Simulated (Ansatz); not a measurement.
## CCSD(T) forces

SiO2F (SMILES O=[Si]([O-])F) (charge -1), singlet, at a frame of a short PBE0-D4/def2-SVPD trajectory.

O1  (0.859, 0.736, 1.163)
Si2  (0.092, -0.072, 0.045)
O3  (-0.215, -1.601, -0.273)
F4  (-0.751, 0.925, -0.906)
(Å)

Ansatz 0.2.0; basis: def2-TZVPPD; cores frozen in the correlated methods.

CCSD(T) forces from the calculation:
| atom | Fx | Fy | Fz (eV/Å) |
| --- | --- | --- | --- |
| O1 | -0.427 | -0.796 | -1.082 |
| Si2 | -0.084 | -1.187 | 1.202 |
| O3 | 0.583 | 1.820 | 0.250 |
| F4 | -0.072 | 0.163 | -0.369 |

(1) Which atom feels the largest CCSD(T) force, and how large is it?

No T1 diagnostic of these runs exceeds 0.019. These are differences at one structure, and CCSD(T) in triple zeta is itself an approximation.

Results:

(1) O3, 1.93 eV/Å, along (0.30, 0.94, 0.13).

Root-mean-square difference of the force components from those of CCSD(T): PBE-D4 0.311; r2SCAN-D4 0.083; PBE0-D4 0.193; wB97M-V 0.187 eV/Å.

For scale, one of the runs: CCSD(T)/def2-TZVPPD forces, 168 basis functions, launched by `ansatz run in.yaml --threads 2 --pin off --events-out ev --progress --plain --max-ram 3481MiB`. Time: 7.1 min of wall clock on 2 CPU threads of an Intel Xeon; the host was shared. Peak host memory: 2.5 GiB.
